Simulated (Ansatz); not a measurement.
CH$_{4}$BrInO$_{2}$ (SMILES C[O][In]([OH])[Br]), singlet, geometry from GFN2-xTB (such geometries of metal compounds can be far from the true shape) (all electrons, no relativity), with bond 4-3 at 2.4 times its length; SC-NEVPT2/STO-3G, CASSCF(2,2) in Ansatz (an electronic-structure program).

The Ansatz input:
Ansatz 0.2 input:
```yaml
crystal:
  periodic: [false, false, false]
  atoms:
    - {symbol: In, position_ang: [-0.27362228, -0.32403794, 0.09156771]}
    - {symbol: Br, position_ang: [0.98619544, 1.80178721, 0.05343092]}
    - {symbol: O, position_ang: [-1.66418729, -0.63145784, 1.43101716]}
    - {symbol: H, position_ang: [-2.03319898, 1.12375804, 2.86390932]}
    - {symbol: O, position_ang: [0.10569484, -1.81518014, -1.17511620]}
    - {symbol: C, position_ang: [-0.69341185, -2.97204667, -1.15483546]}
    - {symbol: H, position_ang: [-1.68372556, -2.78943390, -1.58594865]}
    - {symbol: H, position_ang: [-0.16676131, -3.70712966, -1.77113667]}
    - {symbol: H, position_ang: [-0.81250863, -3.38262753, -0.14606511]}
basis:
  gaussian:
    orbitals: STO-3G
magnetization: {spin_polarized: false}
correlation: {method: sc_nevpt2, electrons: all, active_space: {window: {electrons: 2, orbitals: 2}}}
```

What the program printed (banner, timings and long lists left out):

```
Functional definition: HF
819 factors; integrals over basis functions are off by at most 5.1e-5 eV
mean field evaluation 1: about -228964.4027 eV, gradient 4.0e1 eV
mean field evaluation 2: about -228964.5347 eV, gradient 4.0e1 eV
mean field evaluation 4: about -228974.8514 eV, gradient 1.7e1 eV
mean field evaluation 8: about -228976.0887 eV, gradient 9.7e-2 eV
mean field evaluation 16: about -228971.2462 eV, gradient 9.6e0 eV
mean field -228976.07847218 eV, -8414.7156782921 hartree, gradient 1.7e-6 eV, S^2 0.000000; 2 other end points of the search recorded, 0 dependent functions left out; unrestricted orbitals would lower it
reference -228976.07847218 eV, -8414.7156782921 hartree; 55, 55 occupied and 9, 9 virtual orbitals, 819 factors
state -228981.99018894 eV, -8414.9329298760 hartree
state -228981.99018894 eV, -8414.9329298760 hartree; corrected -228985.76630125 eV, -8415.0716994439 hartree
Total energy: -228985.76630125 eV, -8415.0716994439 hartree
```
